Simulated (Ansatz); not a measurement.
Ansatz (a first-principles code) input (B3LYP/6-31G* with LANL2DZ past Ar): The .json file joins the Basis Set Exchange's 6-31G* for atoms up to Ar and LANL2DZ past it.

Ansatz 0.2 input:
```yaml
crystal:
  periodic: [false, false, false]
  atoms:
    - {symbol: Ga, position_ang: [0.00000000, 0.00000000, 1.75550414]}
    - {symbol: O, position_ang: [0.00000000, 0.00000000, 0.00000000]}
    - {symbol: Ga, position_ang: [-0.00000000, -0.00000000, -1.75550414]}
basis:
  gaussian:
    orbitals: 6-31Gs+LANL2DZ.json
hamiltonian:
  xc: {name: B3LYP}
total_charge: 1
magnetization: {spin_polarized: true, initial_magnetization: 1}
phonons: {temperatures: {t_min: 298.15, t_max: 298.15, t_step: 100}}
```

Output:

```
Functional definition: B3LYP
integrals: 0.01 GiB planned
410 factors; integrals over basis functions are off by at most 2.1e-4 eV
mean field: 0.10 GiB planned
mean field evaluation 1: about -2127.3542 eV, gradient 7.9e1 eV
mean field evaluation 2: about -1943.0502 eV, gradient 1.3e2 eV
mean field evaluation 4: about -2152.7355 eV, gradient 1.1e1 eV
mean field evaluation 8: about -2153.1276 eV, gradient 4.4e-2 eV
mean field evaluation 16: about -2153.1276 eV, gradient 1.2e-5 eV
mean field -2153.12759601 eV, -79.1259797110 hartree, gradient 1.2e-5 eV, S^2 0.756974; 0 other end points of the search recorded, 0 dependent functions left out
the calculation of the forces begins
reference -2153.12780832 eV, -79.1259875133 hartree; 7, 6 occupied and 24, 25 virtual orbitals, 410 factors
these checks for a lower state are left out or cut short: stability, starts, cluster_reference, orbital_swaps, neighbouring_geometries, increment
integrals: 0.01 GiB planned
410 factors; integrals over basis functions are off by at most 2.1e-4 eV
mean field: 0.10 GiB planned
mean field -2153.12759521 eV, -79.1259796817 hartree, gradient 1.8e-6 eV, S^2 0.756974; 0 other end points of the search recorded, 0 dependent functions left out
the calculation of the forces begins
reference -2153.12780752 eV, -79.1259874840 hartree; 7, 6 occupied and 24, 25 virtual orbitals, 410 factors
these checks for a lower state are left out or cut short: stability, starts, cluster_reference, orbital_swaps, neighbouring_geometries, increment
integrals: 0.01 GiB planned
410 factors; integrals over basis functions are off by at most 2.1e-4 eV
mean field: 0.10 GiB planned
mean field -2153.12759521 eV, -79.1259796817 hartree, gradient 1.8e-6 eV, S^2 0.756974; 0 other end points of the search recorded, 0 dependent functions left out
the calculation of the forces begins
reference -2153.12780752 eV, -79.1259874840 hartree; 7, 6 occupied and 24, 25 virtual orbitals, 410 factors
these checks for a lower state are left out or cut short: stability, starts, cluster_reference, orbital_swaps, neighbouring_geometries, increment
integrals: 0.01 GiB planned
410 factors; integrals over basis functions are off by at most 2.1e-4 eV
mean field: 0.10 GiB planned
mean field evaluation 32: about -2153.1276 eV, gradient 6.2e-2 eV
mean field -2153.12759521 eV, -79.1259796817 hartree, gradient 1.8e-6 eV, S^2 0.756974; 0 other end points of the search recorded, 0 dependent functions left out
the calculation of the forces begins
reference -2153.12780752 eV, -79.1259874840 hartree; 7, 6 occupied and 24, 25 virtual orbitals, 410 factors
these checks for a lower state are left out or cut short: stability, starts, cluster_reference, orbital_swaps, neighbouring_geometries, increment
integrals: 0.01 GiB planned
410 factors; integrals over basis functions are off by at most 2.1e-4 eV
mean field: 0.10 GiB planned
mean field -2153.12759521 eV, -79.1259796817 hartree, gradient 1.8e-6 eV, S^2 0.756974; 0 other end points of the search recorded, 0 dependent functions left out
the calculation of the forces begins
reference -2153.12780752 eV, -79.1259874840 hartree; 7, 6 occupied and 24, 25 virtual orbitals, 410 factors
these checks for a lower state are left out or cut short: stability, starts, cluster_reference, orbital_swaps, neighbouring_geometries, increment
integrals: 0.01 GiB planned
410 factors; integrals over basis functions are off by at most 2.1e-4 eV
mean field: 0.10 GiB planned
mean field -2153.12754858 eV, -79.1259779682 hartree, gradient 1.9e-6 eV, S^2 0.756991; 0 other end points of the search recorded, 0 dependent functions left out
the calculation of the forces begins
reference -2153.12776089 eV, -79.1259857702 hartree; 7, 6 occupied and 24, 25 virtual orbitals, 410 factors
these checks for a lower state are left out or cut short: stability, starts, cluster_reference, orbital_swaps, neighbouring_geometries, increment
integrals: 0.01 GiB planned
410 factors; integrals over basis functions are off by at most 2.1e-4 eV
mean field: 0.10 GiB planned
mean field -2153.12754530 eV, -79.1259778474 hartree, gradient 2.2e-6 eV, S^2 0.756956; 0 other end points of the search recorded, 0 dependent functions left out
the calculation of the forces begins
reference -2153.12775762 eV, -79.1259856500 hartree; 7, 6 occupied and 24, 25 virtual orbitals, 410 factors
these checks for a lower state are left out or cut short: stability, starts, cluster_reference, orbital_swaps, neighbouring_geometries, increment
integrals: 0.01 GiB planned
410 factors; integrals over basis functions are off by at most 2.1e-4 eV
mean field: 0.10 GiB planned
mean field evaluation 64: about -2153.1276 eV, gradient 1.4e-6 eV
mean field -2153.12759282 eV, -79.1259795940 hartree, gradient 1.4e-6 eV, S^2 0.756974; 0 other end points of the search recorded, 0 dependent functions left out
the calculation of the forces begins
reference -2153.12780514 eV, -79.1259873963 hartree; 7, 6 occupied and 24, 25 virtual orbitals, 410 factors
these checks for a lower state are left out or cut short: stability, starts, cluster_reference, orbital_swaps, neighbouring_geometries, increment
integrals: 0.01 GiB planned
410 factors; integrals over basis functions are off by at most 2.1e-4 eV
mean field: 0.10 GiB planned
mean field -2153.12759282 eV, -79.1259795940 hartree, gradient 1.4e-6 eV, S^2 0.756974; 0 other end points of the search recorded, 0 dependent functions left out
the calculation of the forces begins
reference -2153.12780514 eV, -79.1259873963 hartree; 7, 6 occupied and 24, 25 virtual orbitals, 410 factors
these checks for a lower state are left out or cut short: stability, starts, cluster_reference, orbital_swaps, neighbouring_geometries, increment
integrals: 0.01 GiB planned
410 factors; integrals over basis functions are off by at most 2.1e-4 eV
mean field: 0.10 GiB planned
mean field -2153.12759282 eV, -79.1259795940 hartree, gradient 1.4e-6 eV, S^2 0.756974; 0 other end points of the search recorded, 0 dependent functions left out
the calculation of the forces begins
reference -2153.12780514 eV, -79.1259873963 hartree; 7, 6 occupied and 24, 25 virtual orbitals, 410 factors
these checks for a lower state are left out or cut short: stability, starts, cluster_reference, orbital_swaps, neighbouring_geometries, increment
integrals: 0.01 GiB planned
410 factors; integrals over basis functions are off by at most 2.1e-4 eV
mean field: 0.10 GiB planned
mean field -2153.12759282 eV, -79.1259795940 hartree, gradient 1.4e-6 eV, S^2 0.756974; 0 other end points of the search recorded, 0 dependent functions left out
the calculation of the forces begins
reference -2153.12780514 eV, -79.1259873963 hartree; 7, 6 occupied and 24, 25 virtual orbitals, 410 factors
these checks for a lower state are left out or cut short: stability, starts, cluster_reference, orbital_swaps, neighbouring_geometries, increment
integrals: 0.01 GiB planned
410 factors; integrals over basis functions are off by at most 2.1e-4 eV
mean field: 0.10 GiB planned
mean field -2153.12753204 eV, -79.1259773600 hartree, gradient 1.7e-6 eV, S^2 0.756973; 0 other end points of the search recorded, 0 dependent functions left out
the calculation of the forces begins
reference -2153.12774435 eV, -79.1259851623 hartree; 7, 6 occupied and 24, 25 virtual orbitals, 410 factors
these checks for a lower state are left out or cut short: stability, starts, cluster_reference, orbital_swaps, neighbouring_geometries, increment
integrals: 0.01 GiB planned
410 factors; integrals over basis functions are off by at most 2.1e-4 eV
mean field: 0.10 GiB planned
mean field evaluation 96: about -2153.1277 eV, gradient 4.9e-4 eV
mean field -2153.12753204 eV, -79.1259773600 hartree, gradient 1.7e-6 eV, S^2 0.756973; 0 other end points of the search recorded, 0 dependent functions left out
the calculation of the forces begins
reference -2153.12774435 eV, -79.1259851623 hartree; 7, 6 occupied and 24, 25 virtual orbitals, 410 factors
Total energy: -2153.12780832 eV, -79.1259875133 hartree
Atom 0 at     0.000000     0.000000     1.755504 Å, force    -0.000000    -0.000000     0.000549 eV/Å
Atom 1 at     0.000000     0.000000     0.000000 Å, force     0.000000     0.000000     0.000000 eV/Å
Atom 2 at    -0.000000    -0.000000    -1.755504 Å, force    -0.000000    -0.000000    -0.000549 eV/Å
Dipole moment:     0.000000    -0.000000    -0.000000 e Å
Vibrations: 138.93 138.93 287.33 622.80 cm⁻¹, zero-point energy 0.073646 eV
```

The blocks after the first are displaced geometries, from whose forces the wavenumbers follow.

The dipole moment of an ion depends on the origin.
